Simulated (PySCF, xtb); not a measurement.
CH₆ClFSi₂, SMILES F[Si@H](Cl)C[SiH3].

GFN2-xTB in xtb at its own geometry gives an orbital gap of 5.72 eV and a dipole moment of 2.23 D.

Geometry: PBE0-D3(BJ)/def2-SVP. The structure was generated by enumeration; whether it is a known compound was not checked. The values are those of a single conformer.

Question: What does PBE/def2-TZVP run with PySCF give? (An estimate is asked for; the answer gives what the named calculation found.)

Answer: gap 7.13 eV (levels -7.60 and -0.47 eV), dipole 2.15 D.
